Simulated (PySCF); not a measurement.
# Exercise with solution: chemical shift, span and skew from a shielding tensor

C2BrCl2F, SMILES Cl/C(=C(\Cl)F)Br. Atoms are numbered in the order given.

```xyz
6

F     -1.9202    -0.7379     0.0000
C     -0.6301    -0.9855     0.0000
Cl    -0.2446    -2.6441     0.0000
C      0.2788     0.0033     0.0000
Cl     1.9596    -0.3006     0.0000
Br    -0.2790     1.7884     0.0000
```
Charge 0, spin multiplicity 1.

Geometry optimised at PBE0-D3(BJ)/def2-SVP. The structure was generated by enumeration; whether it is a known compound was not checked.

GIAO shieldings from PBE/pcSseg-1 in PySCF, non-relativistic, no solvent. The symmetric part of the tensor of C4 has the principal values 15.3, 70.2, 96.1 ppm. The same nucleus in TMS has σ = 182.0 ppm at this level (PySCF, at its B3LYP-D3(BJ)/def2-TZVP geometry). Without spin–orbit terms, shifts of atoms bonded to Cl or Br come out too high.

**Question.** Work out the isotropic shielding, the ¹³C shift against TMS, the span and the skew.

**Answer.** 
σ(iso) = (σ11 + σ22 + σ33)/3 = 60.5 ppm. δ = σ(ref) − σ(iso) = 182.0 − (60.5) = 121.5 ppm.
Span Ω = σ33 − σ11 = 80.8 ppm. Skew κ = 3(σ(iso) − σ22)/Ω = -0.36. Tumbling in solution averages the tensor to δ; in a static solid the shielding alone would spread this spin-1/2 line over Ω.
